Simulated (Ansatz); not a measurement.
Ansatz (a first-principles code) input file for 2-butanone (C₄H₈O), SMILES CCC(C)=O, PBE0-D3(BJ)/def2-SVP. 

Ansatz 0.2 input:
```yaml
crystal:
  periodic: [false, false, false]
  atoms:
    - {symbol: C, position_ang: [1.78174919, 0.55812542, -0.27611745]}
    - {symbol: C, position_ang: [0.84586595, -0.28492769, 0.59416169]}
    - {symbol: C, position_ang: [-0.53685742, -0.30390295, -0.02571958]}
    - {symbol: C, position_ang: [-1.43417028, 0.83084032, 0.39725686]}
    - {symbol: O, position_ang: [-0.88172735, -1.15361738, -0.80616760]}
    - {symbol: H, position_ang: [2.79023094, 0.53552323, 0.12945767]}
    - {symbol: H, position_ang: [1.44967618, 1.59317705, -0.31558279]}
    - {symbol: H, position_ang: [1.80634395, 0.16422047, -1.28925621]}
    - {symbol: H, position_ang: [1.22499768, -1.30698508, 0.63727597]}
    - {symbol: H, position_ang: [0.80366280, 0.12903154, 1.60211124]}
    - {symbol: H, position_ang: [-0.89910077, 1.77604180, 0.35558247]}
    - {symbol: H, position_ang: [-1.74486147, 0.66406681, 1.42758519]}
    - {symbol: H, position_ang: [-2.31665511, 0.87305244, -0.23532192]}
basis:
  gaussian:
    orbitals: def2-SVP
hamiltonian:
  xc: pbe0
  dispersion: d3bj
relax: {f_tol: 0.002, max_steps: 200}
```

Program output:

```
[...]
integrals: 0.07 GiB planned
1244 factors; integrals over basis functions are off by at most 3.2e-4 eV
mean field: 0.45 GiB planned
mean field -6313.64155538 eV, -232.0220476204 hartree, gradient 2.5e-5 eV, S^2 0.000000; 0 other end points of the search recorded, 0 dependent functions left out
the calculation of the forces begins
reference -6313.64158035 eV, -232.0220485379 hartree; 20, 20 occupied and 90, 90 virtual orbitals, 1244 factors
relax step   8: F+E_penalty+E_count = -6313.84836646 eV  Δ(F+E_penalty+E_count) = -1.648e-5 eV  max|allowed force component| = 5.383e-3 eV/Å  Δτ_max = 0.0039 Å  (22 SCF iters, accepted)
these checks for a lower state are left out or cut short: starts, cluster_reference, orbital_swaps, neighbouring_geometries, increment
integrals: 0.07 GiB planned
1244 factors; integrals over basis functions are off by at most 3.2e-4 eV
mean field: 0.45 GiB planned
mean field evaluation 64: about -6313.6416 eV, gradient 2.9e-4 eV
mean field -6313.64157881 eV, -232.0220484812 hartree, gradient 1.2e-5 eV, S^2 0.000000; 0 other end points of the search recorded, 0 dependent functions left out
the calculation of the forces begins
reference -6313.64160378 eV, -232.0220493989 hartree; 20, 20 occupied and 90, 90 virtual orbitals, 1244 factors
relax step   9: F+E_penalty+E_count = -6313.84838265 eV  Δ(F+E_penalty+E_count) = -1.619e-5 eV  max|allowed force component| = 2.760e-3 eV/Å  Δτ_max = 0.0059 Å  (24 SCF iters, accepted)
these checks for a lower state are left out or cut short: starts, cluster_reference, orbital_swaps, neighbouring_geometries, increment
integrals: 0.07 GiB planned
1244 factors; integrals over basis functions are off by at most 3.2e-4 eV
mean field: 0.45 GiB planned
mean field -6313.64160052 eV, -232.0220492792 hartree, gradient 1.0e-5 eV, S^2 0.000000; 0 other end points of the search recorded, 0 dependent functions left out
the calculation of the forces begins
reference -6313.64162551 eV, -232.0220501973 hartree; 20, 20 occupied and 90, 90 virtual orbitals, 1244 factors
relax step  10: F+E_penalty+E_count = -6313.84839444 eV  Δ(F+E_penalty+E_count) = -1.179e-5 eV  max|allowed force component| = 1.646e-2 eV/Å  Δτ_max = 0.0074 Å  (24 SCF iters, accepted)
these checks for a lower state are left out or cut short: starts, cluster_reference, orbital_swaps, neighbouring_geometries, increment
integrals: 0.07 GiB planned
1244 factors; integrals over basis functions are off by at most 3.2e-4 eV
mean field: 0.45 GiB planned
mean field -6313.64164832 eV, -232.0220510356 hartree, gradient 1.8e-5 eV, S^2 0.000000; 0 other end points of the search recorded, 0 dependent functions left out
the calculation of the forces begins
reference -6313.64167333 eV, -232.0220519550 hartree; 20, 20 occupied and 90, 90 virtual orbitals, 1244 factors
relax step  11: F+E_penalty+E_count = -6313.84836315 eV  Δ(F+E_penalty+E_count) = +3.129e-5 eV  max|allowed force component| = 2.671e-2 eV/Å  Δτ_max = 0.0193 Å  (30 SCF iters, rejected (line search))
these checks for a lower state are left out or cut short: starts, cluster_reference, orbital_swaps, neighbouring_geometries, increment
integrals: 0.07 GiB planned
1244 factors; integrals over basis functions are off by at most 3.2e-4 eV
mean field: 0.45 GiB planned
mean field -6313.64165783 eV, -232.0220513853 hartree, gradient 1.0e-5 eV, S^2 0.000000; 0 other end points of the search recorded, 0 dependent functions left out
the calculation of the forces begins
reference -6313.64168283 eV, -232.0220523040 hartree; 20, 20 occupied and 90, 90 virtual orbitals, 1244 factors
relax step  12: F+E_penalty+E_count = -6313.84841441 eV  Δ(F+E_penalty+E_count) = -1.997e-5 eV  max|allowed force component| = 4.140e-3 eV/Å  Δτ_max = 0.0081 Å  (24 SCF iters, accepted)
these checks for a lower state are left out or cut short: starts, cluster_reference, orbital_swaps, neighbouring_geometries, increment
integrals: 0.07 GiB planned
1244 factors; integrals over basis functions are off by at most 3.2e-4 eV
mean field: 0.45 GiB planned
mean field -6313.64167706 eV, -232.0220520919 hartree, gradient 2.6e-5 eV, S^2 0.000000; 0 other end points of the search recorded, 0 dependent functions left out
the calculation of the forces begins
reference -6313.64170207 eV, -232.0220530109 hartree; 20, 20 occupied and 90, 90 virtual orbitals, 1244 factors
relax step  13: F+E_penalty+E_count = -6313.84841953 eV  Δ(F+E_penalty+E_count) = -5.118e-6 eV  max|allowed force component| = 4.633e-3 eV/Å  Δτ_max = 0.0038 Å  (23 SCF iters, accepted)
these checks for a lower state are left out or cut short: starts, cluster_reference, orbital_swaps, neighbouring_geometries, increment
integrals: 0.07 GiB planned
1244 factors; integrals over basis functions are off by at most 3.2e-4 eV
mean field: 0.45 GiB planned
mean field evaluation 96: about -6313.6417 eV, gradient 1.6e-5 eV
mean field -6313.64165964 eV, -232.0220514517 hartree, gradient 1.6e-5 eV, S^2 0.000000; 0 other end points of the search recorded, 0 dependent functions left out
the calculation of the forces begins
reference -6313.64168466 eV, -232.0220523712 hartree; 20, 20 occupied and 90, 90 virtual orbitals, 1244 factors
relax step  14: F+E_penalty+E_count = -6313.84836083 eV  Δ(F+E_penalty+E_count) = +5.870e-5 eV  max|allowed force component| = 3.623e-2 eV/Å  Δτ_max = 0.0050 Å  (23 SCF iters, rejected (line search))
these checks for a lower state are left out or cut short: starts, cluster_reference, orbital_swaps, neighbouring_geometries, increment
integrals: 0.07 GiB planned
1244 factors; integrals over basis functions are off by at most 3.2e-4 eV
mean field: 0.45 GiB planned
mean field -6313.64168717 eV, -232.0220524634 hartree, gradient 8.0e-5 eV, S^2 0.000000; 0 other end points of the search recorded, 0 dependent functions left out
the calculation of the forces begins
reference -6313.64171218 eV, -232.0220533826 hartree; 20, 20 occupied and 90, 90 virtual orbitals, 1244 factors
relax step  15: F+E_penalty+E_count = -6313.84842560 eV  Δ(F+E_penalty+E_count) = -6.068e-6 eV  max|allowed force component| = 1.878e-3 eV/Å  Δτ_max = 0.0025 Å  (19 SCF iters, accepted)
these checks for a lower state are left out or cut short: starts, cluster_reference, orbital_swaps, neighbouring_geometries, increment
integrals: 0.07 GiB planned
1244 factors; integrals over basis functions are off by at most 3.2e-4 eV
mean field: 0.45 GiB planned
mean field -6313.64176247 eV, -232.0220552305 hartree, gradient 1.8e-5 eV, S^2 0.000000; 0 other end points of the search recorded, 0 dependent functions left out
the calculation of the forces begins
reference -6313.64178752 eV, -232.0220561512 hartree; 20, 20 occupied and 90, 90 virtual orbitals, 1244 factors
relax step  16: F+E_penalty+E_count = -6313.84844512 eV  Δ(F+E_penalty+E_count) = -1.952e-5 eV  max|allowed force component| = 2.905e-3 eV/Å  Δτ_max = 0.0184 Å  (30 SCF iters, accepted)
these checks for a lower state are left out or cut short: starts, cluster_reference, orbital_swaps, neighbouring_geometries, increment
integrals: 0.07 GiB planned
1244 factors; integrals over basis functions are off by at most 3.2e-4 eV
mean field: 0.45 GiB planned
mean field -6313.64180836 eV, -232.0220569172 hartree, gradient 1.3e-5 eV, S^2 0.000000; 0 other end points of the search recorded, 0 dependent functions left out
the calculation of the forces begins
reference -6313.64183344 eV, -232.0220578387 hartree; 20, 20 occupied and 90, 90 virtual orbitals, 1244 factors
relax step  17: F+E_penalty+E_count = -6313.84845025 eV  Δ(F+E_penalty+E_count) = -5.132e-6 eV  max|allowed force component| = 4.665e-3 eV/Å  Δτ_max = 0.0094 Å  (25 SCF iters, accepted)
these checks for a lower state are left out or cut short: starts, cluster_reference, orbital_swaps, neighbouring_geometries, increment
integrals: 0.07 GiB planned
1244 factors; integrals over basis functions are off by at most 3.2e-4 eV
mean field: 0.45 GiB planned
mean field -6313.64185802 eV, -232.0220587421 hartree, gradient 1.8e-5 eV, S^2 0.000000; 0 other end points of the search recorded, 0 dependent functions left out
the calculation of the forces begins
reference -6313.64188313 eV, -232.0220596647 hartree; 20, 20 occupied and 90, 90 virtual orbitals, 1244 factors
relax step  18: F+E_penalty+E_count = -6313.84844930 eV  Δ(F+E_penalty+E_count) = +9.457e-7 eV  max|allowed force component| = 1.089e-2 eV/Å  Δτ_max = 0.0134 Å  (30 SCF iters, rejected (line search))
these checks for a lower state are left out or cut short: starts, cluster_reference, orbital_swaps, neighbouring_geometries, increment
integrals: 0.07 GiB planned
1244 factors; integrals over basis functions are off by at most 3.2e-4 eV
mean field: 0.45 GiB planned
mean field -6313.64184447 eV, -232.0220582442 hartree, gradient 1.9e-5 eV, S^2 0.000000; 0 other end points of the search recorded, 0 dependent functions left out
the calculation of the forces begins
reference -6313.64186956 eV, -232.0220591662 hartree; 20, 20 occupied and 90, 90 virtual orbitals, 1244 factors
relax step  19: F+E_penalty+E_count = -6313.84845374 eV  Δ(F+E_penalty+E_count) = -3.493e-6 eV  max|allowed force component| = 1.821e-3 eV/Å  Δτ_max = 0.0064 Å  (23 SCF iters, accepted)
these checks for a lower state are left out or cut short: starts, cluster_reference, orbital_swaps, neighbouring_geometries, increment
integrals: 0.07 GiB planned
1244 factors; integrals over basis functions are off by at most 3.2e-4 eV
mean field: 0.45 GiB planned
mean field evaluation 128: about -6313.6071 eV, gradient 1.7e-1 eV
mean field -6313.64185297 eV, -232.0220585566 hartree, gradient 7.3e-5 eV, S^2 0.000000; 0 other end points of the search recorded, 0 dependent functions left out
the calculation of the forces begins
reference -6313.64187807 eV, -232.0220594788 hartree; 20, 20 occupied and 90, 90 virtual orbitals, 1244 factors
relax step  20: F+E_penalty+E_count = -6313.84845401 eV  Δ(F+E_penalty+E_count) = -2.650e-7 eV  max|allowed force component| = 1.179e-3 eV/Å  Δτ_max = 0.0024 Å  (19 SCF iters, accepted)
integrals: 0.07 GiB planned
1244 factors; integrals over basis functions are off by at most 3.2e-4 eV
mean field: 0.45 GiB planned
mean field -6313.64185297 eV, -232.0220585566 hartree, gradient 7.3e-5 eV, S^2 0.000000; 1 other end points of the search recorded, 0 dependent functions left out
the calculation of the forces begins
reference -6313.64187807 eV, -232.0220594788 hartree; 20, 20 occupied and 90, 90 virtual orbitals, 1244 factors
Total energy: -6313.84847910 eV, -232.0296519269 hartree
Atom 0 at     1.818146     0.539259    -0.281800 Å, force    -0.000272    -0.000254    -0.000117 eV/Å
Atom 1 at     0.851470    -0.266956     0.583759 Å, force     0.000428     0.000000     0.000402 eV/Å
Atom 2 at    -0.537508    -0.272902    -0.026760 Å, force    -0.000002    -0.000172    -0.001179 eV/Å
Atom 3 at    -1.476738     0.822616     0.413618 Å, force    -0.000093    -0.000268     0.000328 eV/Å
Atom 4 at    -0.857277    -1.101225    -0.845182 Å, force    -0.000113     0.000410     0.000522 eV/Å
Atom 5 at     2.832921     0.522305     0.141888 Å, force     0.000106     0.000081     0.000036 eV/Å
Atom 6 at     1.510084     1.593488    -0.365060 Å, force     0.000023     0.000022     0.000041 eV/Å
Atom 7 at     1.865567     0.120061    -1.297801 Å, force    -0.000038     0.000043     0.000190 eV/Å
Atom 8 at     1.187147    -1.313104     0.643534 Å, force    -0.000081     0.000219     0.000041 eV/Å
Atom 9 at     0.820410     0.147137     1.604673 Å, force     0.000004    -0.000101    -0.000184 eV/Å
Atom 10 at    -0.982135     1.805965     0.377891 Å, force    -0.000008    -0.000196    -0.000047 eV/Å
Atom 11 at    -1.768291     0.652195     1.463146 Å, force    -0.000034     0.000223    -0.000107 eV/Å
Atom 12 at    -2.374642     0.825806    -0.216642 Å, force     0.000080    -0.000006     0.000073 eV/Å
Dipole moment:     0.189134     0.402096     0.372749 e Å
```

Self-consistency was reached.

Cost: about 120 core-seconds (a rough figure).
